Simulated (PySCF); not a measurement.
Species: C₄H₅AlS.
Bonds: Al1–C2, C2–C3 (aromatic), C3–C4 (aromatic), C4–C5 (aromatic), C5–S6 (aromatic), C2–S6 (aromatic). Hydrogens: H7, H8 on Al1; H9 on C3; H10 on C4; H11 on C5.

Method: PySCF, PBE0-D3(BJ)/def2-SVP geometry optimisation, gas phase; density fitting, grid level 1; the optimiser is geomeTRIC in internal coordinates, started from a GFN2-xTB structure with every atom displaced at random (about 0.01 Å).

Step 13: E = -21640.7217 eV
```
atom  x, y, z in Å  |  force x, y, z in eV/Å
Al1     2.4856    0.1930   -0.1676    0.074  -0.213   0.207
C2      0.5384    0.1732   -0.1255    0.090  -0.059   0.080
C3     -0.3046   -0.6897    0.5636    0.237   0.007  -0.212
C4     -1.6823   -0.4368    0.3475   -0.080   0.276  -0.049
C5     -1.8837    0.6283   -0.4992   -0.279  -0.196   0.046
S6     -0.4065    1.3004   -1.0262   -0.019   0.025   0.072
H7      3.3227    1.3445    0.5369   -0.030   0.094  -0.115
H8      3.2407   -1.0582   -0.7940    0.016   0.019  -0.012
H9      0.0610   -1.5049    1.1935   -0.011   0.025   0.003
H10    -2.4972   -0.9985    0.8071    0.015  -0.026  -0.022
H11    -2.8360    1.0222   -0.8515   -0.013   0.047   0.003
```

Step 14: E = -21640.7306 eV
```
atom  x, y, z in Å  |  force x, y, z in eV/Å
Al1     2.4908    0.1766   -0.1482    0.140  -0.075   0.073
C2      0.5479    0.1735   -0.1210   -0.170   0.048  -0.043
C3     -0.2976   -0.6900    0.5544   -0.041  -0.043  -0.093
C4     -1.6775   -0.4299    0.3382   -0.232  -0.084   0.169
C5     -1.9044    0.6329   -0.4996    0.279  -0.171   0.074
S6     -0.4120    1.2978   -1.0106    0.042   0.324  -0.160
H7      3.3224    1.3592    0.5100   -0.024   0.057  -0.080
H8      3.2486   -1.0717   -0.7763    0.002  -0.006   0.034
H9      0.0629   -1.5040    1.1877   -0.037  -0.018   0.004
H10    -2.4851   -1.0041    0.7944   -0.001  -0.044   0.014
H11    -2.8577    1.0333   -0.8442    0.041   0.014   0.008
```

Step 15: E = -21640.7414 eV
```
atom  x, y, z in Å  |  force x, y, z in eV/Å
Al1     2.4958    0.1659   -0.1307    0.070   0.011  -0.027
C2      0.5501    0.1794   -0.1188   -0.193  -0.033  -0.018
C3     -0.3035   -0.6884    0.5389   -0.040  -0.269   0.173
C4     -1.6912   -0.4406    0.3393    0.219   0.074  -0.024
C5     -1.8971    0.6301   -0.4907    0.036   0.065  -0.068
S6     -0.4070    1.3122   -1.0008   -0.128   0.196  -0.043
H7      3.3220    1.3849    0.4646   -0.016   0.032  -0.048
H8      3.2546   -1.0871   -0.7464   -0.001  -0.032   0.074
H9      0.0562   -1.5018    1.1728    0.010  -0.064   0.000
H10    -2.4961   -1.0266    0.7864    0.029   0.008  -0.001
H11    -2.8458    1.0456   -0.8300    0.014   0.010  -0.017
```

Step 16: E = -21640.7546 eV
```
atom  x, y, z in Å  |  force x, y, z in eV/Å
Al1     2.4933    0.1624   -0.1171   -0.078   0.079  -0.111
C2      0.5391    0.1790   -0.1070    0.235  -0.080  -0.017
C3     -0.3043   -0.7119    0.5364   -0.136   0.129  -0.058
C4     -1.6880   -0.4457    0.3302    0.141  -0.054   0.018
C5     -1.8879    0.6388   -0.4821   -0.088   0.148  -0.100
S6     -0.4034    1.3395   -0.9830   -0.048  -0.171   0.261
H7      3.3135    1.4266    0.3841   -0.005   0.022  -0.024
H8      3.2545   -1.1087   -0.6889    0.002  -0.058   0.107
H9      0.0486   -1.5330    1.1660    0.029  -0.019  -0.068
H10    -2.4946   -1.0426    0.7589   -0.022   0.041   0.000
H11    -2.8328    1.0691   -0.8128   -0.029  -0.037  -0.008
```

**Question.** Estimate the geometry and energy of step 17. (The exact step hangs on the optimiser's Hessian estimate; all steps are aligned on step 16, rigid shifts and turns removed.)

**Answer.** E = -21640.7738 eV, largest force 0.397 eV/Å
```
atom  x, y, z in Å  |  force x, y, z in eV/Å
Al1     2.4936    0.1612   -0.1077   -0.113   0.122  -0.146
C2      0.5381    0.1840   -0.0975    0.294  -0.050  -0.056
C3     -0.3043   -0.7249    0.5212   -0.177   0.173  -0.072
C4     -1.6871   -0.4531    0.3182    0.094  -0.095   0.030
C5     -1.8893    0.6508   -0.4672   -0.041   0.163  -0.095
S6     -0.4058    1.3681   -0.9479    0.006  -0.243   0.314
H7      3.3127    1.4650    0.2823   -0.010   0.018  -0.021
H8      3.2594   -1.1435   -0.5902   -0.016  -0.069   0.129
H9      0.0469   -1.5602    1.1331    0.034  -0.012  -0.085
H10    -2.4928   -1.0640    0.7283   -0.034   0.046   0.008
H11    -2.8334    1.0900   -0.7879   -0.037  -0.053  -0.006
```

The energy changes by -0.0192 eV. The first-order estimate −F·Δx gives -0.0190 eV and the mean of the old and new forces, exact on a quadratic surface, -0.0193 eV. The step makes an angle of 79° with the force vector and moves no atom by more than 0.109 Å.

What follows is the cost of the whole optimisation. On one thread, Arm Neoverse N1 (aarch64), shared host with 64 logical CPUs at a one-minute load of 60, this took 4.3 min and 0.50 GiB of memory at its peak.
